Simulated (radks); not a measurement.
Values are calculated unless marked as measured or tabulated.
Valence configurations of W2+ (all share [Xe]). Code: a radial shooting solver on a logarithmic mesh with Libxc functionals. Model: Dirac Kohn-Sham, PBEsol, spin-unpolarised, spherical densities, point nucleus; open shells fill j = l - 1/2 first. Energies are relative to 4f14 5d4; eigenvalues in eV.

| valence | E (eV) | e(4f5/2) | e(4f7/2) | e(5d3/2) | e(5d5/2) | e(6p1/2) |
|---|---|---|---|---|---|---|
| 4f14 5d4 | 0.000 | -49.901 | -47.663 | -20.102 | - | - |
| 4f14 5d3 6s1 | 1.451 | -53.179 | -50.939 | -22.307 | - | - |
| 4f13.5 5d4 6s0.5 | 15.586 | -56.108 | -53.824 | -21.999 | - | - |
| 4f13 5d4.5 6s0.5 | 32.946 | -60.941 | -58.611 | -22.858 | -21.885 | - |
| 4f13 5d4 6s1 | 33.855 | -62.573 | -60.242 | -23.978 | - | - |
| 4f13 5d4 6s0.5 6p0.5 | 36.862 | -63.151 | -60.819 | -24.464 | - | -15.242 |
| 4f13 5d3.5 6s0.5 6p1 | 41.688 | -65.514 | -63.181 | -26.133 | - | -16.045 |
| 4f12 5d4 6s2 | 78.959 | -76.219 | -73.792 | -28.159 | - | - |
| 4f12 5d4.5 6s0.5 6p1 | 83.342 | -75.557 | -73.131 | -27.906 | -26.734 | -16.356 |
| 4f11 5d6.5 6s0.5 | 123.24 | -81.376 | -78.857 | -26.191 | -24.982 | - |

NIST lists [Xe] 4f14 5d4 as the ground configuration; this level of theory agrees among the configurations tried. The energies are those of spherical spin-averaged densities, not of single terms.
